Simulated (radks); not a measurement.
The numbers below are computed, except where a source is named.
Cr, 24 electrons, occupied as [Ar] 3d5 4s1.

Level of theory: scalar-relativistic Kohn-Sham, r2SCAN, spin-polarised, spherical densities, finite nucleus; open shells are filled with parallel spins first; meta-GGA in the generalised Kohn-Sham scheme; Fermi nuclear charge, rms radius 3.6452 fm (a radial shooting solver on a logarithmic mesh with Libxc functionals).

Energy parts (eV):
| part | energy |
|---|---|
| total | -28598.056 |
| kinetic | 28888.779 |
| electron-nucleus | -68267.899 |
| Hartree | 12117.409 |
| exchange-correlation | -1336.346 |

Orbitals (lengths in bohr, moments of r in powers of bohr):
orbital  occ.  eigenvalue (eV)     <r^2>       <r^4>
1s down     1        -5901.479  0.005435  0.00007616
1s up       1        -5901.459  0.005435  0.00007616
2s up       1        -674.6353    0.1013     0.01803
2s down     1        -672.5837    0.1008     0.01783
2p up       3        -565.2696   0.08323     0.01421
2p down     3        -563.6977   0.08271     0.01401
3s up       1         -77.7544    0.9411       1.449
3s down     1         -72.1300    0.9464       1.465
3p up       3         -48.0447     1.107       2.189
3p down     3         -42.3809     1.111       2.198
4s up       1          -4.7194     12.48       263.8
3d up       5          -3.8709     3.002       30.26

The highest occupied level is 3d up at -3.871 eV. The spin density at the nucleus is 3.255 e/bohr^3 (1s 0.109, 2s -2.030, 3s 0.898, 4s 4.278). The density falls to 0.001 e/bohr^3 at r = 4.40 bohr. Spin moment in Bohr magnetons: 6. The electron density at the nucleus is 1.15e+04 e/bohr^3 (large components only).
